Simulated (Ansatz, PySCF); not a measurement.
SbBr2, SMILES [Br][Sb+][Br] (connectivity only; charge and spin as stated), charge +1, multiplicity 1.

The structure is a stationary point at r2SCAN-D4/def2-SVP. The spin state was assumed, not searched. The isomer is the one that the SMILES or the coordinates give; other isomers of the formula were not compared. The def2 effective core potentials stand for the cores of Sb; spin–orbit coupling is left out.

Vertical ionisation energy (IE) and electron affinity (EA) in eV. Rows of orbital energies are one-electron estimates. Where ΔSCF, EOM or ADC give a negative EA the extra electron is unbound and the value depends on the basis.

```csv
level,IE,EA
"−ε(HOMO), −ε(LUMO), M06-2X/def2-TZVPD (PySCF)",15.06,9.02
"−ε(HOMO), −ε(LUMO), PBE/def2-TZVPD (PySCF)",?,?
"ΔSCF, PBE0/def2-SVPD (Ansatz), final states of multiplicity 2 and 2",16.05,8.15
"ΔSCF, PBE/def2-SVPD (Ansatz), final states of multiplicity 2 and 2",15.74,7.85
```

Q: Complete the blanks. (Estimate from the structure and the level; the computed values follow.)

A: 
- −ε(HOMO), −ε(LUMO), PBE/def2-TZVPD (PySCF), IE: 12.70
- −ε(HOMO), −ε(LUMO), PBE/def2-TZVPD (PySCF), EA: 10.55

Q: What vertical singlet–triplet gap does ΔSCF give with PBE0/def2-SVPD (Ansatz, a first-principles code) and with PBE/def2-SVPD (Ansatz)? (Estimate from the structure and the level; the computed values follow.)

A: 2.22 and 2.28 eV (triplet above singlet where positive).
